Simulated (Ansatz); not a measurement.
Stepwise reaction of `N#[C][Sn]([F])([F])[F]` with hydrogen, as a gas-phase model of exchange steps in deposition or etching. ΔE in kJ/mol; ΔG adds harmonic PBE0-D4 terms to CCSD(T)/CBS, at 1 bar.

Program: Ansatz. Geometries: PBE0-D4/def2-TZVP. ΔE: electronic, gas phase. CCSD(T)/CBS is the MP2 limit (def2-TZVPP, def2-QZVPP) plus CCSD(T) − MP2 in def2-TZVPP, frozen cores. This one scheme is used for every species. DFT in def2-TZVPP. B3LYP here is the variant with VWN-RPA as its local correlation; programs differ in this. Elements past krypton have def2 core potentials. For Sn outer-core shells are correlated without core-valence functions, which leaves a few kJ/mol of doubt a bond.

| step | reaction | PBE-D4 | B3LYP-D4 | ωB97M-V | CCSD(T)/CBS | ΔG(600 K) |
| --- | --- | --- | --- | --- | --- | --- |
| 1 | `N#[C][Sn]([F])([F])[F]` + H₂ → `N#[C][SnH]([F])[F]` + H–F | 10.9 | 10.0 | 8.0 | 9.4 | 1.7 |
| 2 | `N#[C][SnH]([F])[F]` + H₂ → `N#[C][SnH2][F]` + H–F | 28.5 | 29.0 | 25.9 | 26.5 | 24.7 |
| 3 | `N#[C][SnH2][F]` + H₂ → `N#[C][SnH3]` + H–F | 27.8 | 30.3 | 25.9 | 25.9 | 29.7 |

(1) By hand: ΔE of the 3 steps together at CCSD(T)/CBS.

Answers

(1) (9.4) + (26.5) + (25.9) = 61.8 kJ/mol, or 20.6 kJ/mol a step.

In ΔE step 1 is the lowest and step 2 the highest. All are uphill at CCSD(T)/CBS. ΔG lies between 1.7 and 29.7 kJ/mol a step. PBE-D4 differs from CCSD(T)/CBS by 1.5 to 2.0 kJ/mol a step. Isolated molecules leave out the surface, adducts and barriers. Largest T1 diagnostic: 0.015.
